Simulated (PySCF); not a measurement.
**P (phosphorus, neutral): r2SCAN calculation**

Configuration: [Ne] 3s2 3p3, high-spin 4S determinant. All numbers are calculated (PySCF 2.14, scalar relativity by spin-free X2C-1e, in x2c-QZVPPall with one added diffuse shell each of s, p, d, f type (10s7p5d3f1g, 86 functions)).

```json
{
  "Total energy": "-342.0725 hartree",
  "One-electron energy": "-472.7328 hartree",
  "Hartree (Coulomb) energy": "153.9172 hartree",
  "Exchange-correlation energy": "-23.2569 hartree",
  "⟨S²⟩": "3.7504",
  "⟨L²⟩": "0.000",
  "Sum of ⟨r⟩": "14.90 bohr",
  "Sum of ⟨r²⟩": "29.97 bohr²",
  "Langevin diamagnetic susceptibility": "-23.7 ×10⁻⁶ cm³/mol"
}
```

```json
{"shell": "1s α", "electrons": "1", "mean orbital energy (eV)": "-2095.2", "rms radius, mean of both spins (bohr)": "0.120"}
{"shell": "1s β", "electrons": "1", "mean orbital energy (eV)": "-2094.8", "rms radius, mean of both spins (bohr)": "0.120"}
{"shell": "2s α", "electrons": "1", "mean orbital energy (eV)": "-177.93", "rms radius, mean of both spins (bohr)": "0.565"}
{"shell": "2s β", "electrons": "1", "mean orbital energy (eV)": "-177.68", "rms radius, mean of both spins (bohr)": "0.565"}
{"shell": "2p α", "electrons": "3", "mean orbital energy (eV)": "-126.55", "rms radius, mean of both spins (bohr)": "0.542"}
{"shell": "2p β", "electrons": "3", "mean orbital energy (eV)": "-126.07", "rms radius, mean of both spins (bohr)": "0.542"}
{"shell": "3s α", "electrons": "1", "mean orbital energy (eV)": "-15.674", "rms radius, mean of both spins (bohr)": "2.07"}
{"shell": "3s β", "electrons": "1", "mean orbital energy (eV)": "-12.013", "rms radius, mean of both spins (bohr)": "2.07"}
{"shell": "3p α", "electrons": "3", "mean orbital energy (eV)": "-6.686", "rms radius, mean of both spins (bohr)": "2.52"}
```

Densities and radii are taken from the X2C orbitals without a picture-change correction, which distorts them close to the nucleus.
